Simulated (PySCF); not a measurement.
Isomers of C7H4ClFO. Theory: PBE0-D3(BJ)/def2-SVP geometry optimisation, gas phase (PySCF). Energies are electronic, without zero-point or thermal terms, for one conformer each. No frequencies were run at this level. Point groups hold within 0.08 Å.

Question: Order them by energy at this level, lowest first, and give relative energies in kcal/mol.
A. `[O:1]=[C:2]([Cl:3])[c:4]1[cH:5][cH:6][cH:7][c:8]([F:9])[cH:10]1` with O1–C2–C4–C5 0°
B. `[O:1]=[C:2]([Cl:3])[c:4]1[cH:5][cH:6][c:7]([F:8])[cH:9][cH:10]1` with O1–C2–C4–C5 -179°
C. `[O:1]=[C:2]([Cl:3])[c:4]1[cH:5][cH:6][cH:7][cH:8][c:9]1[F:10]` with O1–C2–C4–C5 13°
D. `[O:1]=[C:2]([F:3])[c:4]1[cH:5][cH:6][c:7]([Cl:8])[cH:9][cH:10]1` with O1–C2–C4–C5 180°

Answer: D (0.0), B (6.5), A (7.8), C (11.9).

Neighbours under 2.5 kcal/mol apart (O=C(Cl)c1ccc(F)cc1 and O=C(Cl)c1cccc(F)c1) can change places with a better method, another conformer or zero-point energy.

```
            SMILES      E (Eh)  E rel (kcal/mol)  dipole (D)  point group       A, B, C (MHz)
O=C(F)c1ccc(Cl)cc1  -903.34359               0.0        2.41           Cs  3835, 548.1, 479.5
O=C(Cl)c1ccc(F)cc1  -903.33322               6.5        2.45            –  3056, 612.1, 510.0
O=C(Cl)c1cccc(F)c1  -903.33121               7.8        2.86           Cs  2043, 766.7, 557.5
  O=C(Cl)c1ccccc1F  -903.32463              11.9        3.97           C1  2122, 909.3, 643.8
```

How do the relative energies change in single points at PBE0/pcSseg-1 (no added dispersion term) on the same geometries?

```json
{"SMILES": "O=C(F)c1ccc(Cl)cc1", "PBE0-D3(BJ)/def2-SVP (kcal/mol)": "0.0", "PBE0/pcSseg-1 (kcal/mol)": "0.0", "shift": "0.0"}
{"SMILES": "O=C(Cl)c1ccc(F)cc1", "PBE0-D3(BJ)/def2-SVP (kcal/mol)": "6.5", "PBE0/pcSseg-1 (kcal/mol)": "7.2", "shift": "+0.7"}
{"SMILES": "O=C(Cl)c1cccc(F)c1", "PBE0-D3(BJ)/def2-SVP (kcal/mol)": "7.8", "PBE0/pcSseg-1 (kcal/mol)": "8.5", "shift": "+0.7"}
{"SMILES": "O=C(Cl)c1ccccc1F", "PBE0-D3(BJ)/def2-SVP (kcal/mol)": "11.9", "PBE0/pcSseg-1 (kcal/mol)": "12.8", "shift": "+0.9"}
```

Each column counts from its own lowest isomer. The order is unchanged; the largest shift is 0.9 kcal/mol.

As an exercise, what shares would exp(−E/RT) give at 2000 K from these electronic energies alone (no entropy, no degeneracies)?

RT = 3.974 kcal/mol: O=C(F)c1ccc(Cl)cc1 72.1 %, O=C(Cl)c1ccc(F)cc1 14.0 %, O=C(Cl)c1cccc(F)c1 10.2 %, O=C(Cl)c1ccccc1F 3.6 %.
